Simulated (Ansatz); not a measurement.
Calculation: Ansatz (a quantum-chemistry and plane-wave program) with r2SCAN-D4/def2-SVP. No frequencies were computed at this level.

Ansatz 0.2 input:
```yaml
crystal:
  periodic: [false, false, false]
  atoms:
    - { symbol: W, position_ang: [-0.000024, -0.000048, -0.000061] }
    - { symbol: Cl, position_ang: [0.533237, -1.814686, -1.29362] }
    - { symbol: Cl, position_ang: [-1.048435, -1.377994, 1.500914] }
    - { symbol: Cl, position_ang: [-1.96651, 0.242708, -1.150998] }
    - { symbol: Cl, position_ang: [1.048445, 1.378016, -1.500883] }
    - { symbol: Cl, position_ang: [1.966488, -0.242679, 1.151007] }
    - { symbol: Cl, position_ang: [-0.533211, 1.814662, 1.293615] }
basis:
  gaussian: { orbitals: def2-svp }
hamiltonian:
  xc: r2scan
  dispersion: d4
relax:
  max_steps: 150
```

Output:

```
Functional definition: r2SCAN
1477 factors; their error is unknown
mean field evaluation 1: about -76937.6764 eV, gradient 4.0e1 eV
mean field evaluation 2: about -76791.0043 eV, gradient 2.2e2 eV
mean field evaluation 4: about -76941.6420 eV, gradient 2.8e0 eV
mean field evaluation 8: about -76941.5525 eV, gradient 1.7e-1 eV
mean field evaluation 16: about -76941.5525 eV, gradient 6.3e-5 eV
mean field -76941.55250489 eV, -2827.5499016973 hartree, gradient 6.3e-5 eV, S^2 0.000000; 0 other end points of the search recorded, 0 dependent functions left out
reference -76941.55252904 eV, -2827.5499025849 hartree; 58, 58 occupied and 82, 82 virtual orbitals, 1477 factors
relax step   1: F+E_penalty+E_count = -76941.66835697 eV  Δ(F+E_penalty+E_count) = +0.000e0 eV  max|allowed force component| = 3.993e-1 eV/Å  Δτ_max = 0.0000 Å  (29 SCF iters, accepted)
these checks for a lower state are left out or cut short: starts, cluster_reference, orbital_swaps, neighbouring_geometries, increment
1477 factors; their error is unknown
mean field -76941.57403394 eV, -2827.5506928753 hartree, gradient 1.5e-5 eV, S^2 0.000000; 0 other end points of the search recorded, 0 dependent functions left out
reference -76941.57405806 eV, -2827.5506937615 hartree; 58, 58 occupied and 82, 82 virtual orbitals, 1477 factors
relax step   2: F+E_penalty+E_count = -76941.68894628 eV  Δ(F+E_penalty+E_count) = -2.059e-2 eV  max|allowed force component| = 2.079e-1 eV/Å  Δτ_max = 0.0333 Å  (31 SCF iters, accepted)
these checks for a lower state are left out or cut short: starts, cluster_reference, orbital_swaps, neighbouring_geometries, increment
1477 factors; their error is unknown
mean field -76941.58242416 eV, -2827.5510012102 hartree, gradient 1.0e-5 eV, S^2 0.000000; 0 other end points of the search recorded, 0 dependent functions left out
reference -76941.58244829 eV, -2827.5510020969 hartree; 58, 58 occupied and 82, 82 virtual orbitals, 1477 factors
relax step   3: F+E_penalty+E_count = -76941.69768088 eV  Δ(F+E_penalty+E_count) = -8.735e-3 eV  max|allowed force component| = 3.008e-3 eV/Å  Δτ_max = 0.0121 Å  (32 SCF iters, accepted)
1477 factors; their error is unknown
mean field evaluation 32: about -76941.5824 eV, gradient 1.0e-5 eV
mean field -76941.58242416 eV, -2827.5510012102 hartree, gradient 1.0e-5 eV, S^2 0.000000; 1 other end points of the search recorded, 0 dependent functions left out
reference -76941.58244829 eV, -2827.5510020969 hartree; 58, 58 occupied and 82, 82 virtual orbitals, 1477 factors
Total energy: -76941.69770501 eV, -2827.5552377032 hartree
Atom 0 at    -0.000006    -0.000012    -0.000015 Å, force     0.000122     0.000239     0.000311 eV/Å
Atom 1 at     0.538182    -1.831469    -1.305585 Å, force     0.000546    -0.002466    -0.001801 eV/Å
Atom 2 at    -1.058032    -1.390766     1.514857 Å, force    -0.002149    -0.001742     0.001426 eV/Å
Atom 3 at    -1.984643     0.245036    -1.161728 Å, force    -0.003008    -0.000380    -0.001029 eV/Å
Atom 4 at     1.058031     1.390764    -1.514858 Å, force     0.002140     0.001717    -0.001472 eV/Å
Atom 5 at     1.984639    -0.245036     1.161724 Å, force     0.002863     0.000363     0.000917 eV/Å
Atom 6 at    -0.538181     1.831462     1.305579 Å, force    -0.000514     0.002270     0.001648 eV/Å
Dipole moment:    -0.000015    -0.000030    -0.000039 e Å
```

Cost: very roughly 40 core-seconds.
